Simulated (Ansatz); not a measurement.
`[F][SnH]([Cl])[O][SiH3]` + `C=C(Cl)CC` → `[CH3][SnH]([Cl])[O][SiH3]` + `C=C(Cl)CF`  (formal exchange of groups at the Sn–F bond)

Computed with Ansatz on PBE0-D4/def2-TZVP structures; ΔE is electronic, products minus reactants. CBS: MP2 limit from def2 TZ/QZ plus the TZ coupled-cluster correction, frozen cores. Functionals use def2-TZVPP. def2 core potentials past Kr. For Sn outer-core shells are correlated without core-valence functions, which leaves a few kJ/mol of doubt a bond. Each species was taken in one conformer, which may not be the lowest.

```csv
species,ωB97X-V energy (Eh)
`[F][SnH]([Cl])[O][SiH3]`,-1141.50921
`C=C(Cl)CC`,-616.78132
`[CH3][SnH]([Cl])[O][SiH3]`,-1081.54446
`C=C(Cl)CF`,-676.70672
```

(1) Work out ΔE.

Largest T1 diagnostic among the species: 0.013.

Results:

(1) ΔE = (-1081.54446) + (-676.70672) − (-1141.50921) − (-616.78132) = 0.03935 Eh = +103.3 kJ/mol. CCSD(T)/CBS gives +107.2 kJ/mol.

Leaving LDA and LC-ωPBE aside and taking each functional with its dispersion term where it has one, the values, not all of them listed here, spread over 11.8 kJ/mol, from HSE06-D4 to B97M-V. LDA lies −5.0 kJ/mol from PBE without D4.
